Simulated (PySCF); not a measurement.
A run for PySCF: R-M06-2X/def2-TZVPP on C2H6OSi (SMILES CO[Si]C).

```python
from pyscf import gto, dft

mol = gto.M(
    atom='''
    C     1.99166464   -0.17294380    0.46596610
    O     0.58017167   -0.05394769    0.57191309
    Si   -0.44648598    0.05384314   -0.72792523
    C    -2.06321058    0.17798637    0.26207564
    H     2.46051081    0.66944796    0.97709923
    H     2.30942953   -1.09802129    0.94965802
    H     2.32066112   -0.18485505   -0.57837680
    H    -2.18122344   -0.70221556    0.90290953
    H    -2.93714488    0.25800994   -0.38719794
    H    -2.03437286    1.05269597    0.92053601
    ''',
    basis='def2-tzvpp',
    charge=0, spin=0, verbose=4, max_memory=1800)
mf = dft.RKS(mol, xc='m062x').density_fit(auxbasis='def2-universal-jkfit')
mf.grids.level = 4
mf.conv_tol = 1e-9
mf.max_cycle = 150
mf.kernel()
mf.dip_moment()
```

It printed:

```
PySCF version 2.14.0

[INPUT] verbose = 4
[INPUT] num. atoms = 10
[INPUT] num. electrons = 40
[INPUT] charge = 0
[INPUT] spin (= nelec alpha-beta = 2S) = 0
[INPUT] symmetry False subgroup None
[INPUT] Mole.unit = angstrom
[INPUT] Symbol           X                Y                Z      unit          X                Y                Z       unit  Magmom
[INPUT]  1 C      1.991664640000  -0.172943800000   0.465966100000 AA    3.763700701580  -0.326816416942   0.880548312332 Bohr   0.0
[INPUT]  2 O      0.580171670000  -0.053947690000   0.571913090000 AA    1.096365561532  -0.101946359153   1.080759107154 Bohr   0.0
[INPUT]  3 Si    -0.446485980000   0.053843140000  -0.727925230000 AA   -0.843736220658   0.101748788287  -1.375579323861 Bohr   0.0
[INPUT]  4 C     -2.063210580000   0.177986370000   0.262075640000 AA   -3.898902933505   0.336345493206   0.495251183520 Bohr   0.0
[INPUT]  5 H      2.460510810000   0.669447960000   0.977099230000 AA    4.649691557432   1.265073299049   1.846449941223 Bohr   0.0
[INPUT]  6 H      2.309429530000  -1.098021290000   0.949658020000 AA    4.364189315683  -2.074959517042   1.794593569797 Bohr   0.0
[INPUT]  7 H      2.320661120000  -0.184855050000  -0.578376800000 AA    4.385413944726  -0.349325417243  -1.092973748802 Bohr   0.0
[INPUT]  8 H     -2.181223440000  -0.702215560000   0.902909530000 AA   -4.121914918082  -1.326995088808   1.706251726960 Bohr   0.0
[INPUT]  9 H     -2.937144880000   0.258009940000  -0.387197940000 AA   -5.550399411369   0.487568124015  -0.731698062596 Bohr   0.0
[INPUT] 10 H     -2.034372860000   1.052695970000   0.920536010000 AA   -3.844407540648   1.989307075733   1.739560946700 Bohr   0.0

nuclear repulsion = 158.007972942653
number of shells = 83
number of NR pGTOs = 297
number of NR cGTOs = 219
basis = def2-tzvpp
ecp = {}


******** <class 'pyscf.df.df_jk.DFRKS'> ********
method = DFRKS
initial guess = minao
damping factor = 0
level_shift factor = 0
DIIS = <class 'pyscf.scf.diis.CDIIS'>
diis_start_cycle = 1
diis_space = 8
diis_damp = 0
SCF conv_tol = 1e-09
SCF conv_tol_grad = None
SCF max_cycles = 150
direct_scf = False
XC library pyscf.dft.libxc version 7.1.2
    S. Lehtola, C. Steigemann, M. J. T. Oliveira, and M. A. L. Marques,  SoftwareX 7, 1–5 (2018)
XC functionals = m062x
    Y. Zhao and D. G. Truhlar,  Theor. Chem. Acc. 120, 215 (2008)
    Y. Zhao and D. G. Truhlar,  Theor. Chem. Acc. 120, 215 (2008)
radial grids:
    Treutler-Ahlrichs [JCP 102, 346 (1995); DOI:10.1063/1.469408] (M4) radial grids

becke partition: Becke, JCP 88, 2547 (1988); DOI:10.1063/1.454033
pruning grids: <function nwchem_prune>
grids dens level: 4
symmetrized grids: False
atomic radii adjust function: <function treutler_atomic_radii_adjust>
small_rho_cutoff = 0
Set gradient conv threshold to 3.16228e-05
Initial guess from minao.
tot grids = 208648
******** <class 'pyscf.df.df.DF'> ********
auxbasis = def2-universal-jkfit
init E= -444.715176077242
  HOMO = -0.232851756190669  LUMO = -0.0829834053104932  gap/eV = 4.07813
cycle= 1 E= -444.437324688027  delta_E= 0.278  |g|= 0.636  |ddm|= 2.24
  HOMO = -0.222605116476124  LUMO = -0.0160650821817896  gap/eV = 5.62024
cycle= 2 E= -444.37257998441  delta_E= 0.0647  |g|= 0.89  |ddm|= 0.879
  HOMO = -0.258585566209511  LUMO = -0.0288943547758933  gap/eV = 6.25022
cycle= 3 E= -444.516039481564  delta_E= -0.143  |g|= 0.0771  |ddm|= 0.497
  HOMO = -0.263835273793426  LUMO = -0.0284368027879438  gap/eV = 6.40552
cycle= 4 E= -444.516975326532  delta_E= -0.000936  |g|= 0.038  |ddm|= 0.0657
  HOMO = -0.26249310878805  LUMO = -0.0275592151866704  gap/eV = 6.39288
cycle= 5 E= -444.517326188085  delta_E= -0.000351  |g|= 0.0037  |ddm|= 0.0312
  HOMO = -0.262443161738702  LUMO = -0.0274082166143756  gap/eV = 6.39563
cycle= 6 E= -444.517330275986  delta_E= -4.09e-06  |g|= 0.000578  |ddm|= 0.00492
  HOMO = -0.26241991557697  LUMO = -0.0273924119183278  gap/eV = 6.39542
cycle= 7 E= -444.517330431223  delta_E= -1.55e-07  |g|= 0.00024  |ddm|= 0.00142
  HOMO = -0.262423550994342  LUMO = -0.0273940178941388  gap/eV = 6.39548
cycle= 8 E= -444.51733044716  delta_E= -1.59e-08  |g|= 8.06e-05  |ddm|= 0.000334
  HOMO = -0.262425234059805  LUMO = -0.027392802751848  gap/eV = 6.39556
cycle= 9 E= -444.517330449052  delta_E= -1.89e-09  |g|= 1.3e-05  |ddm|= 0.000111
  HOMO = -0.262425295906212  LUMO = -0.0273929653016154  gap/eV = 6.39556
cycle= 10 E= -444.517330449111  delta_E= -5.88e-11  |g|= 2.39e-06  |ddm|= 2.85e-05
  HOMO = -0.26242500180453  LUMO = -0.0273926746979569  gap/eV = 6.39556
Extra cycle  E= -444.517330449114  delta_E= -2.84e-12  |g|= 1.48e-06  |ddm|= 5.54e-06
converged SCF energy = -444.517330449114
Dipole moment(X, Y, Z, Debye):  0.62113, -0.05700,  0.29284
```

The calculation finished and met its thresholds.

Cost: around 40 core-seconds (rough).
